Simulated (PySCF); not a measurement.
# Core binding energy against partial charge

Species: C6H6O2S.
Bonds: C1–O2, O2–C3, C3–O4 (double), C3–C5, C5–C6 (aromatic), C6–C7 (aromatic), C7–S8 (aromatic), S8–C9 (aromatic), C5–C9 (aromatic). Hydrogens: H10, H11, H12 on C1; H13 on C6; H14 on C7; H15 on C9.

Binding energies: delta-SCF UKS SCAN, pcX-2 on the ionised atom, pcseg-1 elsewhere, spin-free X2C in PySCF 2.14.0. Charges: PBE0/pcSseg-1 ground-state density, for the ionised atom.

| atom | environment | C 1s (eV) | Mulliken (e) | IAO (e) | Hirshfeld (e) | ESP (e) |
| --- | --- | --- | --- | --- | --- | --- |
| C6 | aromatic CH carbon | 290.59 | +0.055 | -0.168 | -0.069 | -0.191 |
| C5 | substituted aromatic carbon | 290.77 | -0.309 | -0.091 | -0.047 | -0.202 |
| C9 | aromatic CH next to a ring sulfur | 290.86 | -0.182 | -0.292 | -0.066 | -0.160 |
| C7 | aromatic CH next to a ring sulfur | 290.89 | -0.276 | -0.321 | -0.082 | -0.192 |
| C1 | methoxy carbon | 292.51 | -0.032 | -0.208 | -0.035 | -0.301 |
| C3 | ester carbonyl carbon | 294.19 | +0.612 | +0.514 | +0.201 | +0.780 |

**Question.** Give the correlation coefficient and slope of binding energy on charge for each scheme.

**Answer.** Hirshfeld: r = 0.92, slope 12.2 eV per e; Mulliken: r = 0.86, slope 3.6 eV per e; IAO: r = 0.83, slope 3.9 eV per e; ESP: r = 0.81, slope 2.9 eV per e. Hirshfeld charges have the highest r, on only 6 points.

**Question.** The point-charge model writes a binding energy as kq + V + constant, with V the potential of the other atoms' charges at the site. What does it give with the Mulliken charges?

**Answer.** V = Σ 14.40 eV Å × q/r over all other atoms: -2.42 eV at C6, +2.30 eV at C5, +1.14 eV at C9, +3.29 eV at C7, +0.90 eV at C1, -10.65 eV at C3. Fitting binding energy − V to q gives k = 18.5 eV per e and leaves an rms residual of 0.75 eV, against 0.68 eV for the fit on q alone. The model has no term for differences in relaxation between sites.

Geometry: PBE0-D3(BJ)/def2-SVP, one conformer, isolated molecule.

Conformer computed: `[CH3:1][O:2][C:3](=[O:4])[c:5]1[cH:6][cH:7][s:8][cH:9]1`: C1–O2–C3–O4 0°, O2–C3–C5–C6 1°.
